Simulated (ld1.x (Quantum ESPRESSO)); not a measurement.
# C: excitation energies, all-electron against TM

| Item | Value |
| --- | --- |
| Element | C |
| Generator | ld1.x (Quantum ESPRESSO) 7.5 |
| Type | norm-conserving Troullier–Martins (Kleinman–Bylander form) |
| Functional | LDA (PZ) |
| Relativity | non-relativistic |
| Frozen core | none |
| Valence charge | 6 |
| Reference configuration | 1s2 2s2 2p1.75 (charge +0.25) |
| Partial waves | 1s (bound): rc 0.30 bohr; 2p (bound): rc 1.70 bohr; 3d channel at 0.45 Ry: rc 1.55 bohr |
| Local potential | all-electron potential smoothed inside 0.55 bohr (lloc = -1) |
| Core correction | none |

Occupied shells without a wave of their own: 2s. They enter only through the test configuration that unscreens the potential.

Energies are relative to the spin-unpolarised reference configuration 1s2 2s2 2p1.75; without spin polarisation the order of configurations can differ from experiment. Spin-polarised rows fill each open shell by Hund’s rule, majority spin first.

```
          valence configuration  charge  ΔE all-electron (eV)  error AE − PS (meV)
                    1s2 2s2 2p2       0                -1.676                 +0.5
                    1s2 2s2 2p1      +1                 9.316                  +11
                    1s2 2s2 2p0      +2                33.579                 +135
                  1s2 2s2 2p1.5    +0.5                 2.355                 +0.8
                    1s2 2s1 2p3       0                 6.551                 +200
                    1s2 2s0 2p0      +4               144.894                +1254
1s2 2s2 2p1.75 (spin-polarised)   +0.25                -0.944                  +28
   1s2 2s2 2p2 (spin-polarised)       0                -2.804                  +33
```

Task: What are ΔE and the potential's error for 1s1 2s2 2p2?

Result: ΔE = 299.701 eV all-electron; the error (AE − PS) is -733 meV.

The 2s level has no wave, so the channel is fitted at the deeper level alone: the likely source of the large errors.

A Bessel basis up to 400 Ry misses an occupied level by 0.50 Ry, so cutoffs and ghosts were not judged.
